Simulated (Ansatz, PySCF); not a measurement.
Energy difference R1 → P1, each structure at its B3LYP-D3(BJ)/def2-TZVP stationary point, reached from a drawn start; harmonic modes at that level show minima.
R1, C2H6O (SMILES CCO) (charge 0, multiplicity 1):
```xyz
9

C     -0.919     0.266     0.351
C      0.307    -0.329    -0.306
O      1.443     0.427     0.115
H     -1.815    -0.284     0.055
H     -1.041     1.310     0.057
H     -0.829     0.224     1.437
H      0.417    -1.381    -0.015
H      0.205    -0.293    -1.398
H      2.231     0.059    -0.296
```
P1, C2H6O (SMILES CCO) (charge 0, multiplicity 1):
```xyz
9

C     -0.86841     0.22799     0.20122
C      0.38735    -0.35388    -0.42546
O      1.56481     0.36811    -0.07535
H     -1.75445    -0.31971    -0.12865
H     -0.98503     1.27663    -0.07639
H     -0.82709     0.16533     1.29229
H      0.49061    -1.41293    -0.15710
H      0.33008    -0.29840    -1.51342
H      1.66222     0.34696     0.88285
```

P less R. No zero-point or thermal terms.

Programs: Ansatz (an electronic-structure program); PySCF for the D3/D4 terms. Each number belongs to the level named beside it.

Task: Predict the reaction energy from B3LYP-D3(BJ)/def2-TZVPP.

Result: 0.0 kcal/mol

Task: What is the computed reaction energy (BHLYP/def2-TZVPP)?

Result: 0.2 kcal/mol

Task: What is the computed reaction energy (PBE0/def2-TZVPP)?

Result: 0.0 kcal/mol
